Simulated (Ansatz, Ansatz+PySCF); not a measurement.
```xyz
2

O     0.0000    0.0000   -0.7427
O     0.0000    0.0000    0.7427
```

Basis set: STO-3G (spherical functions). Correlated methods keep 2 orbitals frozen. Charge 0, multiplicity 3.

Computed with Ansatz (development build ahead of 0.2.0); each method stands on the lowest determinant of its kind that the runs found.

Problem. Give the atomization energy at this shape (free ground-state atoms in the same class of orbitals less the molecule, no zero-point energy) of triplet O₂ by PBE0 (unrestricted), UHF-CCSD(T), UHF-MP2, UHF, ROHF.

Solution.

| method | atomization energy |
| --- | --- |
| PBE0 (unrestricted) | 4.21 eV |
| UHF-CCSD(T) | 2.99 eV |
| UHF-MP2 | 1.35 eV |
| UHF | -0.09 eV |
| ROHF | -0.12 eV |

Caution: the shape is not the minimum. Caution for UHF-CCSD(T), UHF-MP2: large amplitudes, a single reference is doubtful. Caution for UHF-CCSD(T), UHF-MP2, UHF, ROHF: the determinant may break the point group. Caution for UHF-CCSD(T): the program doubts this total. Caution for UHF-MP2: another reference gives a lower total.

This basis has no polarisation functions and is too small for such energies, which can lie far from measured ones in either direction.
